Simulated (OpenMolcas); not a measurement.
Sb IV: effect of the IPEA shift

```yaml
Program: OpenMolcas 26.06
Basis: ANO-RCC-VTZP [7s6p4d2f1g]
Scalar_Hamiltonian: DKH2, point nucleus
Active_space: 2 electrons in 8 orbitals (5s 5p 6s 6p)
State_averaging: 2S+1 = 3 even, 3 roots; 2S+1 = 1 even, 7 roots; 2S+1 = 3 odd, 3 roots; 2S+1 = 1 odd, 3 roots
Spin-orbit_coupling: RASSI with atomic mean-field integrals over the reference wave functions, term energies averaged over their components
```

Methods on the same reference wave functions:
A. CASSCF
B. MS-CASPT2, IPEA 0 Eh, imaginary shift 0.1 Eh (closed shells correlated: 4d)
C. MS-CASPT2, IPEA 0.25 Eh, imaginary shift 0.1 Eh (closed shells correlated: 4d)

Energies in cm⁻¹ above 5s² ¹S₀, the measured ground level; measured values from Moore, Atomic Energy Levels, vol. III, NSRDS-NBS 35 (1971 reprint of NBS Circular 467, 1958).

```tsv
Level	A	B	C	Measured
5s² ¹S₀	0.0	0.0	0.0	0.0
5s 5p ³P°₀	60836	64950	65050	
5s 5p ³P°₁	63021	67020	67130	66700
5s 5p ³P°₂	68092	72200	72310	72560
5s 5p ¹P°₁	103373	94380	94910	95952
5p² ³P₀	151154	153680	153950	152076
5p² ³P₁	154196	156920	157190	156388
```

Deviations, from unrounded energies. A percentage is the sum of absolute deviations over the sum of measured energies, with the sign that they share, or ± where signs differ.

```csv
Against measurement,Levels,A,B,C
mean absolute deviation (cm-1),5,3700,880,880
other configurations (%),5,±3.4,±0.8,±0.8
```

B, C lie about equally close to measurement and A furthest from it. The largest miss of B in the table is 5p² ³P₀, by +1600 cm-1. The ranking rests on the paired levels alone, and a cruder setting can come out closer through cancelling errors.

Between B and C the level of the table that moves most is 5s 5p ¹P°₁, by 530 cm-1 (lowest in B, highest in C). Moves below CASPT2's spread within the term are not significant.

The two smallest mean deviations differ by little beside CASPT2's spread within terms, so their order carries little weight.

The lowest spin-free term lies below A's lowest term by 0.415 hartree in B, 0.413 hartree in C.

Term energies are means over components that CASPT2 splits; among the terms shown or strongly mixed into the levels shown the widest spread is 23 cm-1 (5p² ³P, C). Over all roots computed the reference weight is 0.86 to 0.94 in B, 0.88 to 0.95 in C; the roots of lowest weight are the least certain, and an intruder state may touch them. Active for correlation alone: 6p 6s; no level in the range computed is led by a configuration that fills them, so any true level of that kind is missing. The ¹D term of p² mixes with s d, which this space lacks. Computed and measured levels are paired by configuration, term and J; levels that our copy of the source lacks, or whose pairing is in doubt (as where it misses far off the trend of its configuration), stay unpaired and out of the deviations. Only configurations of the active space appear. The table leaves out levels that lie high or whose names do not pair safely across all columns.

° marks odd parity.
